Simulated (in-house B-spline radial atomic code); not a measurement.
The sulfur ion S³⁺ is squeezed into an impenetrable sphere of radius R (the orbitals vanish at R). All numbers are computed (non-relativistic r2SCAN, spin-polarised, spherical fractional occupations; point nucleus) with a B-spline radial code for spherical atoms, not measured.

Energies in eV above the free ion in [Ne] 3s2 3p1:

| R (bohr) | highest level (eV) | [Ne] 3s2 3p1 | [Ne] 3s2 3d1 | [He] 2s2 2p5 3s2 3p1 3d1 |
| --- | --- | --- | --- | --- |
| 8.88 | -41 | -1.899e-05 | 17.13 | 186.8 |
| 6.39 | -41 | 0.0003456 | 17.15 | 186.8 |
| 5.34 | -41 | 0.008865 | 17.23 | 186.8 |
| 4.35 | -40.9 | 0.1524 | 17.71 | 187.1 |
| 3.55 | -39.8 | 1.342 | 19.77 | 188.8 |
| 3.2 | -38.4 | 3.334 | 22.4 | 191.3 |
| 2.75 | -34.2 | 10.36 | 30.4 | 199.7 |
| 2.23 | -21.4 | 37.25 | 57.58 | 231.2 |
| 1.79 | 8.98 | 111.9 | 127.7 | 317.8 |
| 1.45 | 68.5 | 278.4 | 277.9 | 508 |

(1) Does [Ne] 3s2 3d1 fall below [Ne] 3s2 3p1 under compression?

(2) Does [He] 2s2 2p5 3s2 3p1 3d1 fall below [Ne] 3s2 3p1 under compression?

The highest level is first positive in the row R = 1.79 bohr, pushed up by confinement above the zero of the free ion's potential. Each configuration is held fixed and needn't be the lowest in the sphere.

## Answers

(1) Yes, between R = 1.79 and 1.45 bohr the order changes (near 1.46 bohr by linear interpolation).

(2) No, it stays above over the whole range.
